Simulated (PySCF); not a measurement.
## Dipole moment and polarisability of 1-adamantanecarbonyl fluoride

1-adamantanecarbonyl fluoride, C11H15FO.
Atom-mapped SMILES: `[O:1]=[C:2]([F:3])[C@:4]12[CH2:5][C@H:6]3[CH2:7][C@H:8]([CH2:9][C@H:10]([CH2:11]3)[CH2:12]1)[CH2:13]2` (hydrogens: H14, H15 on C5; H16 on C6; H17, H18 on C7; H19 on C8; H20, H21 on C9; H22 on C10; H23, H24 on C11; H25, H26 on C12; H27, H28 on C13)

Structure used (PBE0-D3(BJ)/def2-SVP), in Å, numbered top down from 1:
```
atom  x, y, z in Å
O1     3.531   -0.698    0.461
C2     2.733   -0.271   -0.302
F3     3.131    0.187   -1.506
C4     1.246   -0.137   -0.130
C5     0.813   -0.755    1.205
C6    -0.699   -0.600    1.379
C7    -1.065    0.887    1.369
C8    -0.644    1.509    0.035
C9    -1.365    0.798   -1.113
C10   -1.001   -0.690   -1.103
C11   -1.421   -1.312    0.231
C12    0.511   -0.844   -1.288
C13    0.869    1.361   -0.146
H14    1.102   -1.818    1.229
H15    1.355   -0.265    2.030
H16   -0.998   -1.050    2.340
H17   -0.566    1.406    2.205
H18   -2.151    1.012    1.517
H19   -0.899    2.581    0.027
H20   -2.456    0.920   -1.008
H21   -1.083    1.251   -2.078
H22   -1.515   -1.203   -1.932
H23   -2.513   -1.229    0.360
H24   -1.179   -2.388    0.241
H25    0.786   -1.912   -1.305
H26    0.829   -0.409   -2.248
H27    1.404    1.884    0.664
H28    1.191    1.813   -1.098
```

Level: B3LYP/def2-SVPD (PySCF), static field, nuclei fixed, core orbitals frozen in the response. The polarisability tensor in these axes (au):

```
x   127.89  -2.79   0.61
y    -2.79 112.38  -1.97
z     0.61  -1.97 115.57
```

**Question.** What are the eigenvalues, a third of the trace, and Δα (Δα² = ½Σ(αi − αj)² over the three pairs)?

**Answer.** Principal values 111.12, 116.27 and 128.44 au; mean 118.61 au = 17.58 Å³ = 19.56 × 10⁻⁴⁰ C²·m²/J; Δα = 15.41 au (13 % of the mean).

**Question.** What is the dipole moment, and where does it point?

**Answer.** (-3.55, 0.57, -0.13) D, 3.60 D in size, pointing from the negative to the positive side. Measured along this direction, the outermost atoms are O1 at the negative end and H20 at the positive end.

**Question.** Estimate the molar refractivity from the static electronic polarisability.

**Answer.** Lorentz–Lorenz: R = (4π/3)N_A α = 2.5225 cm³/(mol·Å³) × 17.58 Å³ = 44.3 cm³/mol, in the limit of long wavelengths.

**Question.** Refractivity n − 1 of an ideal gas of it at 500 K and 1 atm, from the electronic α?

**Answer.** N = p/kT = 1.4678 × 10¹⁹ cm⁻³, so n − 1 = 2π × N × 17.58 × 10⁻²⁴ cm³ = 1621 × 10⁻⁶ at long wavelengths, for an ideal gas.

**Question.** Rayleigh depolarisation ratio (linearly polarised light, static tensor)?

**Answer.** ρ = 3Δα²/(45ᾱ² + 4Δα²) = 712.3/(633083 + 949.8) = 0.00112.

**Question.** Directions of the eigenvectors, and the extent of the frame along each?

**Answer.** Largest value along (0.98, -0.18, 0.07), where the nuclei span 6.27 Å; middle along (-0.14, -0.37, 0.92), 4.90 Å; least along (0.14, 0.91, 0.39), 4.49 Å. The response follows the extents in order.

**Question.** In TDDFT the mean static polarisability is Σ f/ω² over all singlet excitations (ω in hartree). How much of it do the 10 lowest give? Their energies (eV) and oscillator strengths: 5.83, 0.0022; 6.66, 0.0009; 6.72, 0.0273; 7.09, 0.0013; 7.23, 0.0045; 7.29, 0.0047; 7.34, 0.0011; 7.78, 0.0012; 7.88, 0.0011; 7.91, 0.0359.

**Answer.** They add up to 1.13 au, 1.0 % of the 118.61 au; the largest single term is 0.45 au, from the state at 6.72 eV. Terms in order: 0.05, 0.01, 0.45, 0.02, 0.06, 0.07, 0.02, 0.01, 0.01, 0.42 au. Higher excitations give the rest. The strengths listed sum to 0.080.

Geometry: PBE0-D3(BJ)/def2-SVP, one conformer, isolated molecule.

The run behind these numbers computed excited states as well. On Arm Neoverse V1, one thread, on a shared host, this took 3.9 min of wall time and 1.9 GiB of memory at its peak.
